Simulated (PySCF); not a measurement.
Compound: C5H9N2Si (doublet state).
Numbering: `[SiH3:1][CH2:2][C:3]1=[CH:4][N:5][CH2:6][N:7]=[CH:8]1` (hydrogens: H9, H10, H11 on Si1; H12, H13 on C2; H14 on C4; H15, H16 on C6; H17 on C8)

Geometry (GFN2-xTB, Å), atoms numbered from 1 in this order:
```xyz
17
C5H9N2Si angstrom
Si    -2.5334    0.3972   -0.0405
C     -1.2964   -0.9725    0.5121
C      0.0741   -0.4498    0.4317
C      0.8503   -0.5290   -0.7510
N      2.0399   -0.0540   -0.8730
C      2.6228    0.5994    0.2540
N      1.8798    0.7308    1.4651
C      0.6947    0.2315    1.5079
H     -2.3762    1.5406    0.8559
H     -3.8804   -0.1644    0.0571
H     -2.2234    0.7681   -1.4202
H     -1.5368   -1.2695    1.5333
H     -1.4182   -1.8372   -0.1406
H      0.4380   -1.0217   -1.6267
H      2.9300    1.6105   -0.0646
H      3.5688    0.0830    0.4935
H      0.1595    0.3491    2.4456
```

The hyperfine couplings belong to this conformer and change with its torsions.

Theory: UKS B3LYP, pcH-1 on C H N Si, non-relativistic, mean-field spin-orbit, GIAO (PySCF 2.14.0). One conformer (not necessarily the lowest) at the GFN2-xTB geometry, without solvent, vibrations or thermal averaging. Couplings are sensitive to structure, and on GFN2-xTB geometries they can be far from those on DFT ones. The SCF solution wasn't tested for stability. ⟨S²⟩ is 0.780 where a pure state has 0.75.

Computed for the main isotopes (class means, splittings of 0.05 mT or more): g = 2.0038; H15/H16 1H +157.4 MHz (5.61 mT); H12/H13 1H +28.9 MHz (1.03 mT); N5/N7 14N +13.0 MHz (0.46 mT); H14/H17 1H +6.9 MHz (0.25 mT); H9/H10/H11 1H +4.8 MHz (0.17 mT); 540 first-order lines, 16.15 mT wide.

(1) What changes when 1H at H12/H13 is replaced by 2H at both sites?

(2) What changes when 14N at N5/N7 is replaced by 15N at both sites?

(3) Where do the 29Si satellites of Si1 appear, and how strong are they?

(4) Where do the 13C satellites of C3 appear, and how strong are they?

(5) Where do the 13C satellites of C4/C8 appear, and how strong are they?

## Answers

(1) The spin density stays the same (vibrational effects aside), so a scales with the nuclear g factor: 0.85744/5.58569 = 0.1535, so a goes from +28.9 to +4.4 MHz (0.158 mT). The spin goes from 1/2 to 1, so the 1:2:1 triplet becomes a 1:2:3:2:1 quintet. The spectrum then has 900 first-order lines over 14.72 mT.

(2) At a fixed geometry a is proportional to g_N: -0.56638/0.40376 = -1.4028, so a goes from +13.0 to -18.3 MHz (0.652 mT). The spin goes from 1 to 1/2, so the 1:2:3:2:1 quintet becomes a 1:2:1 triplet. The spectrum then has 324 first-order lines over 15.60 mT.

(3) a = -78.4 MHz, or 2.80 mT in magnitude, and I = 1/2, so to first order each main line has two satellites, at ±1.40 mT. The isotope's abundance is about 4.7 %, shared among 2 lines, so each has 2.5 % of the main line's intensity.

(4) a = +49.7 MHz, or 1.77 mT in magnitude, and I = 1/2, so to first order each main line has two satellites, at ±0.89 mT. The isotope's abundance is about 1.07 %, shared among 2 lines, so each has 0.54 % of the main line's intensity.

(5) a = -34.6 MHz (class mean), or 1.23 mT in magnitude, and I = 1/2, so to first order each main line has two satellites, at ±0.62 mT. The isotope's abundance is about 1.07 % at each of 2 sites, shared among 2 lines, so each has 1.1 % of the main line's intensity.

Means are taken over nuclei equivalent by connectivity, which assumes that they swap fast. The three 1H nuclei of mean +4.8 MHz run from -2.6 to 19.6 MHz in the frozen geometry.

The SMILES draws the unpaired electron on N5; the largest computed Mulliken spin population is on C3 (0.56 against 0.33).
